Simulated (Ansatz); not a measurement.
Consider the ligand exchange at a Ge–Cl bond: `[SiH3][N]([SiH3])[Ge][Cl]` + H–F → `[F][Ge][N]([SiH3])[SiH3]` + HCl.

Calculated with Ansatz (gas phase, PBE0-D4/def2-TZVP geometries, no zero-point term in ΔE). CCSD(T)/CBS is the MP2 limit (def2-TZVPP, def2-QZVPP) plus CCSD(T) − MP2 in def2-TZVPP, frozen cores. This one scheme is used for every species. Functionals use def2-TZVPP. For Ge outer-core shells are correlated without core-valence functions, which leaves a few kJ/mol of doubt a bond. Scalar relativity is left out up to krypton. One conformer a species, not always the lowest.

```tsv
level	ΔE (kJ/mol)
PBE-D4	10.4
B97M-V	-1.8
```

(1) What does CCSD(T)/CBS give? (Best estimate.)

Largest T1 diagnostic among the species: 0.014.

Answers

(1) The calculation gave: +10.7 kJ/mol. The listed levels differ from it by -0.3, -12.5 kJ/mol.

Leaving LDA and LC-ωPBE aside and taking each functional with its dispersion term where it has one, the values, not all of them listed here, spread over 17.7 kJ/mol, from CAM-B3LYP-D4 to HSE06-D4. LDA lies +3.5 kJ/mol from PBE without D4. The D4 term adds +8.4 kJ/mol with B3LYP and +4.5 kJ/mol with PBE0; it sums over pairs of atoms, weighted by their polarisabilities, and B3LYP, whose exchange is more repulsive, gets the larger term.

CCSD(T)/CBS has its own doubt, a few kJ/mol and more with outer-core shells, so smaller differences from it don't rank the levels.

B3LYP here is the variant with VWN-RPA as its local correlation; programs differ in this.
